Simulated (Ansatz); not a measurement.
Molecule: C2H8BN2 (charge 0, doublet). It need not be the lowest isomer of its formula. SMILES: [CH2]CB(N)N
Structure (B3LYP-D3(BJ)/def2-TZVP (Ansatz, a program for electronic structure) minimum search):
```xyz
13

C      1.9752     0.4443    -0.4890
C      1.0435    -0.4561     0.2266
B     -0.5215    -0.1015     0.1180
N     -1.4483    -0.9386     0.7887
N     -0.9447     1.0183    -0.6301
H      2.2284     0.2782    -1.5274
H      2.3637     1.3374    -0.0184
H      1.2865    -0.4808     1.2962
H      1.1582    -1.4856    -0.1351
H     -2.4439    -0.7999     0.7806
H     -1.1614    -1.7381     1.3241
H     -1.9025     1.3013    -0.7429
H     -0.2824     1.6076    -1.1031
```
Charge 0, spin multiplicity 2.

Parts of the frozen-core correlation energy in STO-3G (Ansatz, hartree). Frozen orbitals: 5; correlated occupied orbitals by spin: 15 and 14; virtual: 13 and 14. UHF or UKS for open shells. Spin-orbit coupling is left out. Non-relativistic.

```
term                            value
-------------------------  ----------
reference (HF)             -211.35980
MP2 opposite-spin            -0.18505
MP2 same-spin                -0.02922
CCSD correlation             -0.27890
(T)                          -0.00425
T1 diagnostic                   0.013
largest doubles amplitude       0.047
<S^2> of the reference          0.765
```
